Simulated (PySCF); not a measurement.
Compound: C₄H₇NSi.
SMILES: `C#C[Si@@H](N)C=C`

Method used: TDDFT PBE0/def2-SVPD, vertical, gas phase, core orbitals frozen in the response (PySCF). Geometry: GFN2-xTB, one conformer, isolated molecule. Torsions of this conformer, `[CH:1]#[C:2][Si@@H:3]([NH2:4])[CH:5]=[CH2:6]`: C2–Si3–C5–C6 122°, H–N4–Si3–C2 77°, H–N4–Si3–C2 -62°.

Orbital energies (eV): HOMO-3 -8.35, HOMO-2 -8.20, HOMO-1 -7.97, HOMO -7.52, LUMO -0.57, LUMO+1 0.18, LUMO+2 0.55.

Lowest singlets, with some entries withheld (?).

| state | ν̃ (cm⁻¹) | f | main configurations (H = HOMO, L = LUMO) |
| --- | --- | --- | --- |
| S1 | 46590 | 0.023 | H→L (88%) |
| S2 | 48360 | 0.016 | H-1→L (33%), H-2→L (30%), H-1→L+1 (9%) |
| S3 | 49950 | 0.0093 | H→L+1 (49%), H-3→L+1 (15%), H-1→L (13%) |
| S4 | 51040 | 0.0040 | H-3→L (34%), H-2→L (18%), H-1→L+1 (18%) |
| S5 | ? | 0.042 | H-1→L+1 (26%), H-4→L (20%), H→L+1 (19%) |
| S6 | ? | 0.010 | H→L+2 (30%), H→L+1 (16%), H-3→L+1 (16%) |
| S7 | ? | 0.146 | H-2→L (28%), H→L+2 (22%), H-1→L (19%) |
| S8 | ? | 0.071 | H→L+2 (27%), H-2→L+1 (15%), H-4→L (13%) |

Problem. Supply the missing values.

Solution. 
- S5: ν̃ = 53900 cm⁻¹
- S6: ν̃ = 54770 cm⁻¹
- S7: ν̃ = 55890 cm⁻¹
- S8: ν̃ = 56240 cm⁻¹

Problem. Where do the lowest triplets lie (Tamm–Dancoff)?

Solution. T1 4.32 eV, H-1→L (36%), H-2→L (24%), H-3→L (9%); T2 4.94 eV, H-3→L (18%), H-2→L+1 (16%), H→L (14%); T3 5.38 eV, H→L (16%), H-1→L (14%), H-1→L+1 (12%). E(S1) − E(T1) = +1.45 eV.

Problem. How far apart are S2 and S5, in eV and cm⁻¹?

Solution. 6.683 − 5.995 = 0.688 eV, or about 5550 cm⁻¹.

Problem. What is the mean static polarisability from the same response equations?

Solution. 80.1 au (11.87 Å³), with principal values 64.3, 74.9 and 101.1 au.

The run took 40 s of wall time on one thread of an Arm Neoverse N1, no GPU, shared host with 64 logical CPUs at a one-minute load of 58, and the process peaked at 0.66 GiB of memory.
